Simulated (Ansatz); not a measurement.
Input file for Ansatz (an electronic-structure program): R-wB97M-V/def2-TZVPP on CH3Li (SMILES [Li][CH3]), atoms moved off the minimum.

Ansatz 0.2 input:
```yaml
crystal:
  periodic: [false, false, false]
  atoms:
    - {symbol: Li, position_ang: [-1.05535062, -0.70187227, -0.78903062]}
    - {symbol: C, position_ang: [0.20074912, 0.13842465, 0.20143301]}
    - {symbol: H, position_ang: [0.81072058, -0.62598109, 0.77308168]}
    - {symbol: H, position_ang: [-0.17656243, 0.81556425, 0.94911588]}
    - {symbol: H, position_ang: [1.05970149, 0.70401747, -0.27756811]}
basis:
  gaussian:
    orbitals: def2-TZVPP
hamiltonian:
  xc: {name: wB97M-V}
scf: {lower_state_search: off}
output: {forces: true}
```

Output:

```
WARN ansatz: RAYON_NUM_THREADS=1 ignored (pool sized by the plan → 1); use --threads N
Functional definition: wB97M-V
these checks for a lower state are left out or cut short: stability, starts, cluster_reference, orbital_swaps, neighbouring_geometries, increment
integrals: 0.03 GiB planned
502 factors; their error is unknown
integrals: 0.06 GiB planned
165 factors; integrals over basis functions are off by at most 2.2e-5 eV
mean field: 0.27 GiB planned
mean field evaluation 1: about -1283.5236 eV, gradient 4.8e1 eV
mean field evaluation 2: about -1284.2017 eV, gradient 4.2e1 eV
mean field evaluation 4: about -1288.9025 eV, gradient 3.1e-1 eV
mean field evaluation 8: about -1288.9033 eV, gradient 2.7e-1 eV
mean field evaluation 16: about -1288.9035 eV, gradient 2.3e-5 eV
mean field -1288.90345947 eV, -47.3663284852 hartree, gradient 6.8e-6 eV, S^2 0.000000; 0 other end points of the search recorded, 0 dependent functions left out
the calculation of the forces begins
reference -1288.90352444 eV, -47.3663308729 hartree; 6, 6 occupied and 86, 86 virtual orbitals, 502 factors
Total energy: -1288.90352444 eV, -47.3663308729 hartree
Atom 0 at    -1.055351    -0.701872    -0.789031 Å, force    -0.983188    -0.649460    -0.849402 eV/Å
Atom 1 at     0.200749     0.138425     0.201433 Å, force     2.850219     0.135781     0.360070 eV/Å
Atom 2 at     0.810721    -0.625981     0.773082 Å, force    -0.688540     0.458192    -0.229680 eV/Å
Atom 3 at    -0.176562     0.815564     0.949116 Å, force    -0.211589     0.388740     0.533282 eV/Å
Atom 4 at     1.059701     0.704017    -0.277568 Å, force    -0.966902    -0.333253     0.185729 eV/Å
Dipole moment:    -0.782648    -0.540047    -0.568023 e Å
Checks for a lower state left out: stability, starts, cluster_reference, orbital_swaps, neighbouring_geometries, increment
```

Self-consistency was reached.

Cost: around 1.7 core-seconds (rough).
